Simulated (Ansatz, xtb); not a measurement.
## C6H11F: which of two isomers lies lower

Structure a: `CC1(F)CCCC1`, a singlet. Structure b: `C[C@@H]1CC[C@@H](F)C1`, a singlet. Both are isolated molecules in the gas phase, relaxed with PBE-D3(BJ)/def2-SVP; the shapes shown needn't be the lowest conformers.

a (Å):

```xyz
18

C    -0.8906    1.0177    0.8646
C    -0.6815    0.2451   -0.4263
C    -0.3964    1.1050   -1.6811
C     0.5707    0.2752   -2.5677
C     0.6357   -1.1149   -1.9012
C     0.4491   -0.7931   -0.4137
F    -1.8800   -0.4738   -0.6769
H    -1.1261    0.3232    1.6952
H    -1.7353    1.7270    0.7565
H     0.0175    1.5927    1.1333
H     0.0407    2.0829   -1.3959
H    -1.3659    1.3124   -2.1749
H     1.5796    0.7383   -2.5646
H     0.2481    0.2255   -3.6263
H     1.5701   -1.6663   -2.1254
H    -0.2158   -1.7407   -2.2385
H     1.3679   -0.3261    0.0036
H     0.1879   -1.6632    0.2207
```

b (Å):

```xyz
18

C    -1.7498    0.9326   -2.1620
C    -0.8212    0.5000   -1.0330
C     0.5546    1.2035   -1.0148
C     1.4882    0.2684   -0.2034
C     0.7082   -1.0501   -0.0167
C    -0.4207   -0.9858   -1.0422
F     0.1402   -1.0706    1.2683
H    -1.9756    2.0175   -2.1092
H    -1.2880    0.7347   -3.1531
H    -2.7154    0.3881   -2.1267
H    -1.3181    0.6915   -0.0561
H     0.9219    1.3013   -2.0596
H     0.4996    2.2295   -0.5996
H     1.7288    0.6650    0.8025
H     2.4521    0.0915   -0.7211
H     1.3434   -1.9581   -0.1018
H    -1.2435   -1.6859   -0.7946
H    -0.0245   -1.2640   -2.0448
```

Estimate which is lower in electronic energy at CCSD(T)/def2-SVP + ΔMP2/def2-TZVPP, and by roughly how much.

The CCSD(T)/def2-SVP + ΔMP2/def2-TZVPP calculation puts structure a lower, by 3.0 kcal/mol.

The same difference at several levels:

```
                             level             geometry  E(b) − E(a) (kcal/mol)  departure from the last row (kcal/mol)  job, with rough time for the two
                          GFN2-xTB             GFN2-xTB                      −0.1                                    −3.1               optimisation, 0.2 s
                         HF/STO-3G             GFN2-xTB                      +1.2                                    −1.7               single point, 0.4 s
                r2SCAN-D4/def2-SVP             GFN2-xTB                      +3.7                                    +0.7               single point, 4.1 s
               PBE-D3(BJ)/def2-SVP  PBE-D3(BJ)/def2-SVP                      +2.9                                    −0.1                optimisation, 56 s
                       HF/def2-SVP  PBE-D3(BJ)/def2-SVP                      +2.7                                    −0.3           part of the CCSD(T) run
                      MP2/def2-SVP  PBE-D3(BJ)/def2-SVP                      +3.2                                    +0.2           part of the CCSD(T) run
                  CCSD(T)/def2-SVP  PBE-D3(BJ)/def2-SVP                      +3.2                                    +0.2                      single point
CCSD(T)/def2-SVP + ΔMP2/def2-TZVPP  PBE-D3(BJ)/def2-SVP                      +3.0                                                     single point, 1.8 min
```

As drawn, both hold the same kinds of bond in the same numbers.

GFN2-xTB finds them nearly level. The largest departure from CCSD(T)/def2-SVP + ΔMP2/def2-TZVPP is that of GFN2-xTB, 3.1 kcal/mol. The last row adds to CCSD(T) the change of the MP2 difference between the two basis sets, here −0.2 kcal/mol.

With thermal terms from frequencies at re-optimised GFN2-xTB minima (ideal gas, soft modes damped towards free rotors, one conformer each, 298.15 K, 1 atm): the zero-point term adds +0.2 kcal/mol; ΔH is +3.2 and ΔG +3.0 kcal/mol.

The correlated steps freeze 7 core orbitals. Mirror images aren't counted in ΔG. Run with Ansatz 0.2.0, xtb 6.7.1; the last row on 4 threads of Arm Neoverse V1 on a shared host.
